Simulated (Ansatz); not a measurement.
Species: H4Ge, SMILES `[GeH4]` (charge 0, multiplicity 1).

Question: Give a relaxed geometry from B3LYP-D3(BJ)/def2-TZVPD (Ansatz, a first-principles code).

Answer: the end point of this relaxation (outside a Z-matrix the atoms follow the SMILES, hydrogens last).
Bonded distances (Å): Ge1–H2 1.535, Ge1–H3 1.535, Ge1–H4 1.535, Ge1–H5 1.535. Angles (°): H2–Ge1–H3 109.5, H2–Ge1–H4 109.5, H2–Ge1–H5 109.5, H3–Ge1–H4 109.5, H3–Ge1–H5 109.5, H4–Ge1–H5 109.5.
